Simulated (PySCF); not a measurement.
GeO, charge -1, doublet (typed; the unrestricted solution is spin-contaminated), geometry from GFN2-xTB (a state made from the parent by changing its charge; the spin is typed, not shown lowest). Base run: HF/def2-SV(P) (PySCF).

PySCF was given this input:
```python
from pyscf import gto, scf

mol = gto.Mole()
mol.atom = '''
    Ge   -0.000000   -0.000000   -0.342039
    O     0.000000    0.000000    1.368155
'''
mol.basis = 'def2-sv(p)'
mol.charge = -1
mol.spin = 1
mol.verbose = 4
mol.build()

mf = scf.UHF(mol)
mf.kernel()
mo_i, mo_e, stable_i, stable_e = mf.stability(internal=True, external=True, return_status=True, nroots=6, tol=1e-6)
print('internally stable:', stable_i, ' externally stable:', stable_e)
if not stable_i:
    umf = mf.copy()
    umf.scf_summary = {}
    umf.kernel(umf.make_rdm1(mo_i, mf.mo_occ))
```

The bond that is stretched is that between atoms 2 and 1. A test that says stable can miss a lower solution.

Each row names what was changed in the base input (with any setting that the change needs).

| change | ΔE vs base (kcal/mol) | <S^2> | E after following the instability (Eh) | <S^2> there | stability test says | outcome |
|---|---|---|---|---|---|---|
| base | 0.000 | 0.850 | -2149.86541 | 1.31 | internal instability | converged |
| bond × 1.25 | 55.94 | 0.765 | -2149.84499 | 1.71 | internal instability | converged |
| bond × 1.5 | - | - | - | - | - | not converged |
| bond × 1.8 | - | - | - | - | - | not converged |
| bond × 2.2 | - | - | - | - | - | not converged |
| bond × 3.0 | 57.62 | 2.784 | -2149.76946 | 2.78 | internal instability | converged |

On stretching, the SCF can end on different states; <S^2> shows the spin contamination of each.
